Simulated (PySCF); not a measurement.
## Bismuth: a sound run and one with changed settings

Sound run: Bi²⁺ [Xe] 4f14 5d10 6s2 6p1, Bi³⁺ [Xe] 4f14 5d10 6s2. Computed with PySCF 2.14 in def2-SVP with the def2 core potential (60 electrons) (4s4p2d, 26 functions), with a scalar-relativistic core potential. The sound run starts from symmetry-adapted Hartree-Fock orbitals and uses a fine grid where one is needed.

A second run was set up differently.

```json
{"species": "Bi²⁺", "method": "UHF", "sound run (hartree)": "-212.72655", "changed run (hartree)": "-212.72655", "converged": "yes"}
{"species": "Bi²⁺", "method": "B3LYP", "sound run (hartree)": "-213.78360", "changed run (hartree)": "-214.07146", "converged": "yes"}
{"species": "Bi²⁺", "method": "MN15", "sound run (hartree)": "-213.27840", "changed run (hartree)": "-213.27956", "converged": "yes"}
{"species": "Bi³⁺", "method": "UHF", "sound run (hartree)": "-211.88146", "changed run (hartree)": "-211.88146", "converged": "yes"}
{"species": "Bi³⁺", "method": "B3LYP", "sound run (hartree)": "-212.91105", "changed run (hartree)": "-213.16730", "converged": "yes"}
{"species": "Bi³⁺", "method": "MN15", "sound run (hartree)": "-212.40633", "changed run (hartree)": "-212.40640", "converged": "yes"}
```

Ionisation energy of Bi²⁺:

```tsv
method	sound run (eV)	changed run (eV)
UHF	22.996	22.996
B3LYP	23.743	24.603
MN15	23.730	23.760
```

Q: What was changed?
A. angular grid far too coarse
B. a valence shell is frozen
C. minimal basis
D. too few SCF iterations

A: A. It used 6 angular points. A coarse angular grid integrates products of high-l functions wrongly, so density functionals can shift, and the SCF can exploit the error; Hartree-Fock and MP2 need no grid.
